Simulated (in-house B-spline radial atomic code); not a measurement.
PBE0 excitations of S6+

Method: PBE0. Computed with a B-spline radial code for spherical atoms: linear response of the closed shell [He] 2s2 2p6 with the functional's adiabatic kernel; scalar-relativistic (spin-free one-electron X2C), finite nucleus, no spin-orbit coupling, no double excitations, S, P, D and F terms only. Only terms of natural parity with L up to 3 were computed.

Command:
```bash
python run_td.py task.json out
```
Settings (radii: box in bohr, nucleus in fm):
```
Z                        16
electrons                10
configuration            [He] 2s2 2p6
hamiltonian              x2c
method                   pbe0
box_radius               14.35
rms_radius               3.2611
intervals                71
```

Cost of the run: 0.5 s on 1 thread of Arm Neoverse N1, on a shared host.

The lowest states, in the order of their Tamm-Dancoff energies; the method's threshold (minus the highest occupied level) is 264.68 eV. Labels give the largest channel, * marks a mixed state, and oscillator strengths are full-response dipole values. Semilocal kernels can invert the small singlet-triplet splittings of Rydberg terms. Energies in eV:

| state | full response | Tamm-Dancoff | oscillator strength |
| --- | --- | --- | --- |
| 2p → 3s 3P | 165.08 | 165.10 | - |
| 2p → 3s 1P | ? | ? | ? |
| 2p → 3p 3S | 177.02 | 177.08 | - |
| 2p → 3p 3D | 178.43 | 178.45 | - |
| 2p → 3p 1D | 179.52 | 179.52 | - |
| 2p → 3p 1S | 186.71 | 187.27 | - |
| 2p → 3d 3P | 196.15 | 196.16 | - |
| 2p → 3d 3F | 196.53 | 196.54 | - |
| 2p → 3d 1F | ? | ? | - |
| 2p → 3d 1P | 200.18 | 200.31 | 1.44 |

(1) Where does 2p → 3s 1P lie?

(2) Where does 2p → 3d 1F lie?

(3) How large is the singlet-triplet splitting of 2p → 3s (P terms) in Tamm-Dancoff?

(4) What polarisabilities and dispersion coefficient does the method give?

Answers

(1) At 166.47 eV in full response, 166.50 eV in Tamm-Dancoff, oscillator strength 0.211.

(2) At 197.29 eV in full response, 197.29 eV in Tamm-Dancoff.

(3) 1.4 eV, from the unrounded values.

(4) Dipole 0.07398 bohr³, quadrupole 0.03115 bohr⁵, C6 0.03753 hartree·bohr⁶ for two such species.
